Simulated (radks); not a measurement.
The numbers below are computed, except where a source is named.
Species: Rb+. Configuration: [Ar] 3d10 4s1 4p6 5p1 (not the ground configuration). Code: a radial shooting solver on a logarithmic mesh with Libxc functionals. Model: Dirac Kohn-Sham, PBEsol, spin-unpolarised, spherical densities, point nucleus; open shells are shared between the two j in proportion to 2j + 1.

Unscreened Slater integrals over Kohn-Sham orbitals (cm^-1). Large and small components are both included. Empty in this configuration: 5s1/2.

| integral | value |
|---|---|
| F0(5p3/2,5p3/2) | 39615 |
| F2(5p3/2,5p3/2) | 21691 |
| F0(5p3/2,5p1/2) | 39879 |
| G2(5p3/2,5p1/2) | 21802 |
| F0(5p3/2,4p3/2) | 50358 |
| F2(5p3/2,4p3/2) | 10678 |
| G0(5p3/2,4p3/2) | 2295.1 |
| G2(5p3/2,4p3/2) | 2913.5 |
| F0(5p3/2,4p1/2) | 50445 |
| G2(5p3/2,4p1/2) | 2920.3 |
| F0(5p3/2,5s1/2) | 43392 |
| G1(5p3/2,5s1/2) | 27130 |
| F0(5p1/2,5p1/2) | 40150 |
| F0(5p1/2,4p3/2) | 51002 |
| G2(5p1/2,4p3/2) | 2933.0 |
| F0(5p1/2,4p1/2) | 51091 |
| G0(5p1/2,4p1/2) | 2310.8 |
| F0(5p1/2,5s1/2) | 43782 |
| G1(5p1/2,5s1/2) | 27863 |
| F0(4p3/2,4p3/2) | 120410 |
| F2(4p3/2,4p3/2) | 63290 |
| F0(4p3/2,4p1/2) | 121570 |
| G2(4p3/2,4p1/2) | 63824 |
| F0(4p3/2,5s1/2) | 61667 |
| G1(4p3/2,5s1/2) | 4903.9 |
| F0(4p1/2,4p1/2) | 122760 |
| F0(4p1/2,5s1/2) | 61804 |
| G1(4p1/2,5s1/2) | 4695.4 |
| F0(5s1/2,5s1/2) | 49250 |
